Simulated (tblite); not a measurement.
Species: C3H7F2Si2 (doublet state).
Z-matrix (Å and degrees, GFN2-xTB geometry), rows numbered from 1:
```
C 
C   1  1.2834
Si  2  1.9410  1  126.52
Si  3  2.3212  2  114.20  1   118.06
C   3  1.9495  2  101.20  1  -126.23
F   5  1.3657  3  110.07  2   179.29
F   5  1.3659  3  109.82  2   -64.76
H   1  1.0665  2  137.00  3    -1.54
H   2  1.0842  1  121.55  3  -179.39
H   3  1.4708  2  108.48  1   -18.82
H   4  1.4662  3  108.93  2   -67.10
H   4  1.4639  3  112.19  2   173.27
H   4  1.4651  3  110.97  2    52.07
H   5  1.0983  3  117.00  2    57.14
```

Level: GFN2-xTB in tblite, geometry and Hessian alike; calculated harmonic values, unscaled, isolated species. Against measured fundamentals such values can be off by several per cent, at times by over 20. Modes of hydrogen on silicon can be 10 to 20 % off. One conformer, not necessarily the lowest. Open shells enter through the occupations alone, without spin polarisation, and single modes of such species can be off by tens of per cent.

Harmonic wavenumbers (cm⁻¹): 26.1, 31.7, 37.2, 76.4, 94.0, 111.3, 236.3, 254.1, 335.2, 420.6, 437.5, 462.1, 493.5, 539.5, 576.3, 594.3, 614.5, 675.6, 758.9, 782.2, 788.9, 798.2, 907.2, 986.3, 1064.5, 1126.4, 1221.1, 1273.1, 1692.9, 2189.9, 2237.6, 2249.8, 2256.3, 2895.0, 2979.4, 3172.1.

A = 1724, B = 1349, C = 925.7 MHz; mass 137.005 u (most abundant isotopes); point group C1, symmetry number 1; spin multiplicity 2.

**Question.** Zero-point energy?

**Answer.** Half the sum of the wavenumbers: 17698 cm⁻¹ = 211.71 kJ/mol.

**Question.** What is S at 298.15 K and 1 bar for an ideal gas of classical rigid rotors and harmonic oscillators?

**Answer.** Translation 170.22, rotation 122.97, vibration 165.55, spin (R ln 2) 5.76: S = 464.5 J/(mol K).

**Question.** And Cp and H(298.15 K) − H(0)?

**Answer.** Cp = 167.66 J/(mol K), of which vibrations give 134.40 (their classical limit is 36 R = 299.3); H(298.15 K) − H(0) = 32.47 kJ/mol without the zero-point energy, 22.56 from vibrations.

**Question.** What must be added to the electronic energy to get the Gibbs energy at 298.15 K and 1 bar?

**Answer.** ZPE + [H(298.15 K) − H(0)] − T·S = 211.71 + 32.47 − 138.49 = 105.69 kJ/mol.

**Question.** Which modes carry the vibrational entropy at 298.15 K?

**Answer.** 26.1 cm⁻¹: 25.55; 31.7 cm⁻¹: 23.93; 37.2 cm⁻¹: 22.61; 76.4 cm⁻¹: 16.66; 94.0 cm⁻¹: 14.96; 111.3 cm⁻¹: 13.58 J/(mol K); the other 30 give 48.26 together.

**Question.** Blend soft modes into free rotors: weight 1/[1 + (100 cm⁻¹/ν̃)⁴] for the oscillator and the rest for a rotor with moment μB/(μ + B), μ = h/(8π²ν), B = 10⁻⁴⁴ kg m². What vibrational entropy results?

**Answer.** 139.03 J/(mol K) in place of 165.55, which changes −T·S at 298.15 K by +7.90 kJ/mol.

**Question.** How do the functions run with temperature in this model?

**Answer.** 
```json
{"T (K)": "100", "S (J/(mol K))": "330.4", "Cp (J/(mol K))": "90.1", "H − H(0) (kJ/mol)": "6.73", "G − H(0) (kJ/mol)": "-26.31", "ln q(vib)": "4.05"}
{"T (K)": "200", "S (J/(mol K))": "405.1", "Cp (J/(mol K))": "130.9", "H − H(0) (kJ/mol)": "17.75", "G − H(0) (kJ/mol)": "-63.27", "ln q(vib)": "7.69"}
{"T (K)": "300", "S (J/(mol K))": "465.5", "Cp (J/(mol K))": "168.3", "H − H(0) (kJ/mol)": "32.78", "G − H(0) (kJ/mol)": "-106.88", "ln q(vib)": "10.87"}
{"T (K)": "500", "S (J/(mol K))": "564.2", "Cp (J/(mol K))": "217.7", "H − H(0) (kJ/mol)": "71.84", "G − H(0) (kJ/mol)": "-210.27", "ln q(vib)": "16.56"}
{"T (K)": "800", "S (J/(mol K))": "676.4", "Cp (J/(mol K))": "258.8", "H − H(0) (kJ/mol)": "143.91", "G − H(0) (kJ/mol)": "-397.20", "ln q(vib)": "23.81"}
{"T (K)": "1000", "S (J/(mol K))": "736.1", "Cp (J/(mol K))": "276.0", "H − H(0) (kJ/mol)": "197.49", "G − H(0) (kJ/mol)": "-538.61", "ln q(vib)": "27.98"}
```

q(vib) and H(0) count from the zero-point level.

Hindered rotation and anharmonicity are outside this model. Other conformers, if any are populated, would add a mixing term that is left out. The structure is chiral; the term R ln 2 for an equal mix with its mirror image is left out.

Time: 0.4 s of wall time. Hardware: one thread, Arm Neoverse V2 (aarch64), on a shared host. The figure is for the frequency step alone.
